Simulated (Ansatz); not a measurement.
`N[SiH](O)F` + F• → `N[SiH]([O])F`• + H–F  (hydrogen abstraction from the O–H bond)

Computed with Ansatz on PBE0-D4/def2-TZVP structures; ΔE is electronic, products minus reactants. CCSD(T)/CBS is frozen-core, at the limit of the def2 triple- and quadruple-zeta sets. DFT in def2-TZVPP. B3LYP here is the variant with VWN-RPA as its local correlation; programs differ in this. Open shells (•) are unrestricted, without spin–orbit coupling. Spin–orbit coupling would lower the free atoms: a little for F. One conformer a species, not always the lowest.

CCSD(T)/CBS gives -0.55 eV.

Task: Another level gave -1.06 eV. Which?
A. B3LYP/def2-TZVPP
B. PBE-D4/def2-TZVPP
C. CCSD/def2-TZVPP
D. LC-ωPBE/def2-TZVPP

Result: B. PBE-D4 -1.06, B3LYP -0.77, LC-ωPBE -0.56, CCSD/def2-TZVPP -0.44 eV.

Largest T1 diagnostic among the species: 0.025.

From PBE to PBE0 (25 % exact exchange), in def2-TZVPP and without D4, ΔE moves by +0.42 eV. Leaving LDA and LC-ωPBE aside and taking each functional with its dispersion term where it has one, the values, not all of them listed here, spread over 0.69 eV, from BLYP-D4 to BHLYP-D4. LDA lies −0.22 eV from PBE without D4. In def2-TZVPP, CCSD(T) changes the Hartree–Fock value by −0.45 eV (the triples alone add −0.05 eV) and MP2 by −0.35 eV.

CCSD(T)/CBS has its own doubt, a few kJ/mol and more with outer-core shells, so smaller differences from it don't rank the levels.
